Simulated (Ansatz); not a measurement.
Input for Ansatz (a quantum-chemistry and plane-wave program): R-r2SCAN/def2-TZVPP on H4Se2Si (SMILES [SiH3][Se][SeH]), a point of a torsion scan.

Ansatz 0.2 input:
```yaml
crystal:
  periodic: [false, false, false]
  atoms:
    - {symbol: Si, position_ang: [-1.01378303, -0.16476282, 0.04906953]}
    - {symbol: Se, position_ang: [0.39441223, 1.61827298, -0.28479244]}
    - {symbol: Se, position_ang: [2.47346929, 0.60035252, 0.08692769]}
    - {symbol: H, position_ang: [-0.65954704, -1.21486681, -0.90540880]}
    - {symbol: H, position_ang: [-2.32528555, 0.41562127, -0.18888634]}
    - {symbol: H, position_ang: [-0.83053728, -0.64683219, 1.41771575]}
    - {symbol: H, position_ang: [1.96405518, -0.73073391, 0.37014668]}
basis:
  gaussian:
    orbitals: def2-TZVPP
hamiltonian:
  xc: {name: r2SCAN}
scf: {lower_state_search: off}
```

Give the final energy of this run.

-5094.9839 hartree.
